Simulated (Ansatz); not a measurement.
H₃AsF₂Si, singlet, geometry from GFN2-xTB, with bond 5-1 at 1.8 times its length; SC-NEVPT2/STO-3G, CASSCF(6,5) in Ansatz (a first-principles code).

Ansatz was given this input:
Ansatz 0.2 input:
```yaml
crystal:
  periodic: [false, false, false]
  atoms:
    - {symbol: Si, position_ang: [-0.93074565, -0.04793915, 0.50390930]}
    - {symbol: F, position_ang: [-1.61273760, 1.33183626, 0.04454774]}
    - {symbol: F, position_ang: [-1.73182099, -1.10231024, -0.40519859]}
    - {symbol: As, position_ang: [1.25044339, -0.02157782, -0.21732479]}
    - {symbol: H, position_ang: [-1.83154490, -0.45085621, 2.92329555]}
    - {symbol: H, position_ang: [1.60335047, -1.24623141, 0.57989436]}
    - {symbol: H, position_ang: [1.69467352, 0.83549518, 0.93493869]}
basis:
  gaussian:
    orbitals: STO-3G
magnetization: {spin_polarized: false}
correlation: {method: sc_nevpt2, electrons: all, active_space: {window: {electrons: 6, orbitals: 5}}}
```

Question: Write the output that Ansatz gives for this input, abridged.

Answer: 
```
Functional definition: HF
460 factors; integrals over basis functions are off by at most 3.1e-5 eV
mean field evaluation 1: about -73262.6750 eV, gradient 2.9e1 eV
mean field evaluation 2: about -73262.7143 eV, gradient 2.9e1 eV
mean field evaluation 4: about -73267.5699 eV, gradient 2.2e0 eV
mean field evaluation 8: about -73267.6158 eV, gradient 2.5e-2 eV
mean field -73267.61575700 eV, -2692.5352164962 hartree, gradient 2.9e-6 eV, S^2 0.000000; 0 other end points of the search recorded, 0 dependent functions left out; unrestricted orbitals would lower it
reference -73267.61575700 eV, -2692.5352164962 hartree; 34, 34 occupied and 6, 6 virtual orbitals, 460 factors
state -73270.81642428 eV, -2692.6528388491 hartree
state -73270.81642428 eV, -2692.6528388491 hartree; corrected -73272.88349477 eV, -2692.7288022884 hartree
state -73270.74108495 eV, -2692.6500701798 hartree
state -73270.74108495 eV, -2692.6500701798 hartree; corrected -73272.90067696 eV, -2692.7294337222 hartree
state -73270.74108495 eV, -2692.6500701798 hartree; corrected -73272.90067696 eV, -2692.7294337222 hartree
the orbitals are reached from a further start. From the first start the search ends at -73270.81582635 eV, -2692.6528168756 hartree
WARN: the results are in doubt because another end's mean lies 0.075 eV lower, and its corrected mean 0.017 eV higher
Total energy: -73272.90067696 eV, -2692.7294337222 hartree
In doubt: another end's mean lies 0.075 eV lower, and its corrected mean 0.017 eV higher
```
